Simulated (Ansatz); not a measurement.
Input for Ansatz (a first-principles code): U-r2SCAN/def2-TZVPP on AlH3Se (SMILES [AlH2][SeH]), a point of a bond scan (R = 3.386 Å).

Ansatz 0.2 input:
```yaml
crystal:
  periodic: [false, false, false]
  atoms:
    - {symbol: Al, position_ang: [0.36409461, 0.02746235, -1.55730963]}
    - {symbol: H, position_ang: [-0.69852445, -0.56976553, -2.55206934]}
    - {symbol: H, position_ang: [1.74544102, 0.64238966, -1.99374994]}
    - {symbol: Se, position_ang: [-0.20119715, -0.03048168, 0.69657830]}
    - {symbol: H, position_ang: [2.70083657, 1.43513352, 1.64096741]}
basis:
  gaussian:
    orbitals: def2-TZVPP
hamiltonian:
  xc: {name: r2SCAN}
magnetization: {spin_polarized: true, initial_magnetization: 0}
```

Question: What total energy does the run end on?

Answer: -2645.6495 hartree. Its determinant has ⟨S²⟩ = 0.95, a mixture of spin states.

Question: How many basis functions does it have, and what does it roughly cost on one machine?

Answer: 132 functions; around 30 core-seconds (rough).
